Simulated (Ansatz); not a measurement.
Program: Ansatz. Geometries: PBE0-D4/def2-TZVP. ΔE: electronic, gas phase. CCSD(T)/CBS adds triple-zeta CCSD(T) − MP2 to the extrapolated MP2 energy (def2 sets, frozen cores). This one scheme is used for every species. DFT in def2-TZVPP. B3LYP here is the variant with VWN-RPA as its local correlation; programs differ in this. One conformer a species, not always the lowest.

Reaction (redistribution): `CB(S)CF` + `[SiH3]S` → `CB(S)S` + `FC[SiH3]`

Problem. Is it downhill or uphill in electronic energy at CCSD(T)/CBS, and by how much? (Best estimate.)

Solution. Ansatz gave: Uphill: ΔE = +4.5 kJ/mol.

Problem. What do these levels give: PBE-D4, ωB97X-V, r2SCAN, B3LYP, MP2/def2-QZVPP, CCSD/CBS(def2)? (Estimate.)

Solution. The calculation gave: PBE-D4 1.2, ωB97X-V 5.8, r2SCAN 4.7, B3LYP 4.9, MP2/def2-QZVPP 2.7, CCSD/CBS(def2) 6.7 kJ/mol.

Largest T1 diagnostic among the species: 0.013.

In def2-TZVPP, CCSD(T) changes the Hartree–Fock value by −8.5 kJ/mol (the triples alone add −2.2 kJ/mol) and MP2 by −10.0 kJ/mol. From PBE to PBE0 (25 % exact exchange), in def2-TZVPP and without D4, ΔE moves by +3.1 kJ/mol.
